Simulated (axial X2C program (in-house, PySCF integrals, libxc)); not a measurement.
# CCSD 2c against experiment

All values come from calculations with an axial X2C code built on PySCF integrals, spin-free (one-electron X2C) or two-component (2c: spin–orbit coupling with atomic mean-field Coulomb and Gaunt terms, which also bring small scalar terms), in Dyall basis sets with cores contracted in-house; open shells are unrestricted.

Dyall triple-zeta sets (v3z, cv3z or av3z by atom and run). Coupled cluster in natural virtuals with an MP2 remainder.

Measured values: Huber and Herzberg, Constants of Diatomic Molecules (1979). Errors are computed minus measured. MP2 and coupled cluster freeze inner shells, in many runs the outer core of a metal too (1s of Li among them), which lengthens bonds; no counterpoise correction.

```tsv
molecule	state	measured Re (Å)	measured ωe (cm⁻¹)
NH	3Σ-	1.03621	3282.27
NO⁺	1Σ+	1.06322	2376.42
N₂	1Σg+	1.09769	2358.57
BH	1Σ+	1.2324	2366.9
CS	1Σ+	1.53494	1285.08
LiH	1Σ+	1.5957	1405.65
HI	1Σ+	1.60916	2309.01
MgH	2Σ+	1.7297	1495.2
MnH	7Σ	1.7311	1548
P₂	1Σg+	1.8934	780.77
IF	1Σ+	1.90976	610.24
GeS	1Σ+	2.01209	575.8
AlCl	1Σ+	2.13011	481.3
BrCl	1Σ+	2.13606	444.276
LiBr	1Σ+	2.17043	563.16
KH	n/a	2.2425	983.6
Br₂	1Σg+	2.28105	325.321
GeTe	1Σ+	2.34016	323.9
RbH	1Σ+	2.367	936.94
LiI	1Σ+	2.39192	498.16
SrS	1Σ+	2.4405	388.38
TlCl	1Σ+	2.48483	n/a
AlI	1Σ+	2.5371	316.1
Li₂	1Σg+	2.6729	351.43
```

CCSD 2c gives:

```
molecule  correlated electrons  Re (Å)  ωe (cm⁻¹)
      NH                     6   1.038     3292.9
     NO⁺                    10   1.060     2465.1
      N₂                    10   1.096     2419.2
      BH                     4   1.235     2358.4
      CS                    10   1.537     1324.9
     LiH                     2   1.606     1396.0
      HI                     8   1.613     2317.6
     MgH                     3   1.738     1492.3
     MnH                     8   1.740     1560.2
      P₂                    10   1.900      806.5
      IF                    14   1.913      621.9
     GeS                    10   2.022      586.1
    AlCl                    10   2.156      475.0
    BrCl                    14   2.156      442.3
    LiBr                     8   2.193      554.5
      KH                    10   2.249      992.1
     Br₂                    14   2.298      324.1
    GeTe                    10   2.355      329.4
     RbH                    10   2.377      938.8
     LiI                     8   2.423      486.5
     SrS                     8   2.487      380.8
    TlCl                    20   2.513      275.7
     AlI                    10   2.561      315.3
     Li₂                     2   2.706      344.9
```

Problem. Work out the errors, computed minus measured.

Solution. 

| molecule | error of Re (Å) | error of ωe (%) |
| --- | --- | --- |
| NH | 0.002 | 0.3 |
| NO⁺ | -0.003 | 3.7 |
| N₂ | -0.002 | 2.6 |
| BH | 0.003 | -0.4 |
| CS | 0.002 | 3.1 |
| LiH | 0.010 | -0.7 |
| HI | 0.004 | 0.4 |
| MgH | 0.008 | -0.2 |
| MnH | 0.009 | 0.8 |
| P₂ | 0.007 | 3.3 |
| IF | 0.003 | 1.9 |
| GeS | 0.010 | 1.8 |
| AlCl | 0.026 | -1.3 |
| BrCl | 0.020 | -0.4 |
| LiBr | 0.023 | -1.5 |
| KH | 0.006 | 0.9 |
| Br₂ | 0.017 | -0.4 |
| GeTe | 0.015 | 1.7 |
| RbH | 0.010 | 0.2 |
| LiI | 0.031 | -2.3 |
| SrS | 0.046 | -2.0 |
| TlCl | 0.028 | n/a |
| AlI | 0.024 | -0.3 |
| Li₂ | 0.033 | -1.9 |

Problem. What are the mean, mean absolute and worst errors of Re over these?

Solution. Mean 0.014 Å, mean absolute 0.014 Å, worst 0.047 (SrS).
